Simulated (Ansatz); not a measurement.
Consider the atomization: `[Cl][SnH]([Cl])[GeH3]` → 2 Cl• + Ge• + 4 H• + Sn•.

Computed with Ansatz on PBE0-D4/def2-TZVP structures; ΔE is electronic, products minus reactants. CBS: MP2 limit from def2 TZ/QZ plus the TZ coupled-cluster correction, frozen cores. This one scheme is used for every species, atoms too. For atomizations the MP2-based limit and the directly extrapolated one differ by several kJ/mol either way, and by 10 to 25 for some Ge, Se and Sn compounds, so smaller differences from it don't rank the levels. DFT in def2-TZVPP. Open shells (•) are unrestricted, without spin–orbit coupling. Spin–orbit coupling would lower the free atoms: a little for Cl; clearly for Ge; strongly for Sn. def2 core potentials past Kr. For Ge, Sn outer-core shells are correlated without core-valence functions, so the limit isn't a true one: a few kJ/mol of doubt a bond, and 10 to 20 or more in all where bonds break to atoms. Scalar relativity is left out up to krypton.

`[Cl][SnH]([Cl])[GeH3]`:

Cartesian coordinates in Å:
```
Cl 1.147 -2.282 1.312
Sn 0.996 -0.052 0.651
Cl 2.711 0.261 -0.896
Ge -1.259 0.260 -0.596
H 1.426 0.870 2.018
H -2.406 -0.018 0.383
H -1.336 1.701 -1.115
H -1.278 -0.739 -1.756
```

| species | ωB97X-V energy (Eh) |
| --- | --- |
| `[Cl][SnH]([Cl])[GeH3]` | -3213.88930 |
| Cl• | -460.07936 |
| Ge• | -2076.71856 |
| H• | -0.50049 |
| Sn• | -214.22451 |

(1) Work out ΔE.

Largest T1 diagnostic among the species: 0.011.

Results:

(1) ΔE = 4 × (-0.50049) + 2 × (-460.07936) + (-2076.71856) + (-214.22451) − (-3213.88930) = 0.78555 Eh = +21.38 eV. CCSD(T)/CBS gives +21.38 eV.

From BLYP to BHLYP (50 % exact exchange), in def2-TZVPP and without D4, ΔE moves by +0.14 eV. The D4 term adds +0.39 eV with B3LYP and +0.21 eV with PBE0; it sums over pairs of atoms, weighted by their polarisabilities, and B3LYP, whose exchange is more repulsive, gets the larger term.

B3LYP here is the variant with VWN-RPA as its local correlation; programs differ in this.
